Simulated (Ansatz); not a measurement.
Ansatz (a quantum-chemistry and plane-wave program) input (CCSD(T)/def2-QZVPPD):
A basis named .json is the Basis Set Exchange file of that set.

Ansatz 0.2 input:
```yaml
crystal:
  periodic: [false, false, false]
  atoms:
    - {symbol: W, position_ang: [-0.00017704, 0.00002192, -0.02491765]}
    - {symbol: H, position_ang: [1.44210201, 0.00689977, 0.91176014]}
    - {symbol: H, position_ang: [-1.42900082, -0.00852219, 0.93214613]}
basis:
  gaussian:
    orbitals: def2-QZVPPD.json
magnetization: {spin_polarized: true, initial_magnetization: 4}
correlation: {method: ccsd_t, electrons: outside_noble_gas}
```

Output:

```
Functional definition: HF
integrals: 0.58 GiB planned
880 factors; integrals over basis functions are off by at most 5.0e-4 eV
mean field: 0.37 GiB planned
mean field evaluation 1: about -1835.1653 eV, gradient 1.2e1 eV
mean field evaluation 2: about -1835.1678 eV, gradient 1.2e1 eV
mean field evaluation 4: about -1836.4195 eV, gradient 2.3e0 eV
mean field evaluation 8: about -1836.5734 eV, gradient 1.8e-1 eV
mean field evaluation 16: about -1834.7206 eV, gradient 3.0e0 eV
mean field evaluation 32: about -1834.6382 eV, gradient 6.5e-1 eV
mean field evaluation 64: about -1824.1454 eV, gradient 2.4e1 eV
mean field evaluation 96: about -1836.2486 eV, gradient 7.3e0 eV
mean field evaluation 128: about -1834.5849 eV, gradient 2.6e0 eV
mean field evaluation 160: about -1832.5228 eV, gradient 4.4e0 eV
mean field evaluation 192: about -1832.1272 eV, gradient 3.6e-3 eV
mean field evaluation 224: about -1834.9441 eV, gradient 3.5e-1 eV
mean field evaluation 256: about -1831.5120 eV, gradient 2.2e0 eV
mean field evaluation 288: about -1831.0745 eV, gradient 6.6e-4 eV
mean field evaluation 320: about -1834.1455 eV, gradient 9.6e-1 eV
mean field evaluation 352: about -1834.6173 eV, gradient 2.6e-4 eV
mean field evaluation 384: about -1833.3883 eV, gradient 4.5e-3 eV
mean field evaluation 416: about -1833.8014 eV, gradient 7.7e-1 eV
mean field evaluation 448: about -1834.9470 eV, gradient 4.0e-2 eV
mean field evaluation 480: about -1835.0345 eV, gradient 5.3e-3 eV
mean field evaluation 512: about -1834.3939 eV, gradient 1.0e-3 eV
mean field evaluation 544: about -1833.4883 eV, gradient 9.0e-2 eV
mean field evaluation 576: about -1834.6180 eV, gradient 2.5e-1 eV
mean field evaluation 608: about -1835.0979 eV, gradient 3.0e0 eV
mean field evaluation 640: about -1832.8876 eV, gradient 4.3e-1 eV
mean field evaluation 672: about -1836.5640 eV, gradient 4.5e-1 eV
mean field evaluation 704: about -1834.9471 eV, gradient 7.8e-3 eV
mean field evaluation 736: about -1833.4307 eV, gradient 7.5e-1 eV
mean field evaluation 768: about -1834.1522 eV, gradient 2.9e0 eV
mean field evaluation 800: about -1834.2726 eV, gradient 5.7e-1 eV
mean field evaluation 832: about -1833.5561 eV, gradient 8.5e-2 eV
mean field -1836.57506297 eV, -67.4928886890 hartree, gradient 3.0e-6 eV, S^2 6.055417; 18 other end points of the search recorded, 0 dependent functions left out
determinant -1836.57506297 eV, -67.4928886890 hartree, with singles and doubles -1841.10180430 eV, -67.6592433645 hartree
determinant -1835.03448801 eV, -67.4362736033 hartree, with singles and doubles -1839.39275825 eV, -67.5964370803 hartree
determinant -1834.94708447 eV, -67.4330615824 hartree, with singles and doubles -1839.32828822 eV, -67.5940678505 hartree
determinant -1834.86055034 eV, -67.4298815120 hartree, with singles and doubles -1839.25039040 eV, -67.5912051585 hartree
determinant -1834.61731641 eV, -67.4209428299 hartree, with singles and doubles -1838.98777421 eV, -67.5815541914 hartree
determinant -1834.39394412 eV, -67.4127340494 hartree, with singles and doubles -1838.68654765 eV, -67.5704843196 hartree
determinant -1834.28447760 eV, -67.4087112292 hartree, with singles and doubles -1838.63687060 eV, -67.5686587216 hartree
determinant -1834.25545069 eV, -67.4076445098 hartree, with singles and doubles -1838.58391424 eV, -67.5667126113 hartree
determinant -1833.56052091 eV, -67.3821063115 hartree, with singles and doubles -1838.08156055 eV, -67.5482514536 hartree
determinant -1833.48880774 eV, -67.3794709012 hartree, with singles and doubles -1837.77858516 eV, -67.5371173134 hartree
determinant -1833.38828184 eV, -67.3757766424 hartree, with singles and doubles -1837.71152580 eV, -67.5346529277 hartree
determinant -1833.30790973 eV, -67.3728230219 hartree, with singles and doubles -1837.64743849 eV, -67.5322977624 hartree
4 core orbitals not correlated
reference -1836.57506297 eV, -67.4928886890 hartree; 6, 2 occupied and 140, 144 virtual orbitals, 880 factors
second order -3.88254585 eV of doubles, -0.00000000 eV of singles
coupled cluster: 1.38 GiB planned
cycle   1  -4.39104213 eV  change   -3.8e-1 eV  update   2.6e-2
cycle   2  -4.41285628 eV  change   -2.2e-2 eV  update   8.7e-3
cycle   3  -4.41849688 eV  change   -5.6e-3 eV  update   4.6e-3
cycle   4  -4.42238903 eV  change   -3.9e-3 eV  update   1.8e-3
cycle   5  -4.42411370 eV  change   -1.7e-3 eV  update   1.0e-3
cycle   6  -4.42453108 eV  change   -4.2e-4 eV  update   4.0e-4
cycle   7  -4.42450648 eV  change    2.5e-5 eV  update   1.7e-4
cycle   8  -4.42449254 eV  change    1.4e-5 eV  update   8.4e-5
cycle   9  -4.42448365 eV  change    8.9e-6 eV  update   3.6e-5
cycle  10  -4.42448782 eV  change   -4.2e-6 eV  update   1.6e-5
cycle  11  -4.42449237 eV  change   -4.5e-6 eV  update   7.3e-6
perturbative correction -0.17320547 eV, -0.0063651835 hartree
Total energy: -1841.17276081 eV, -67.6618509680 hartree
```

The spin state was set by rule; other spins were not relaxed.
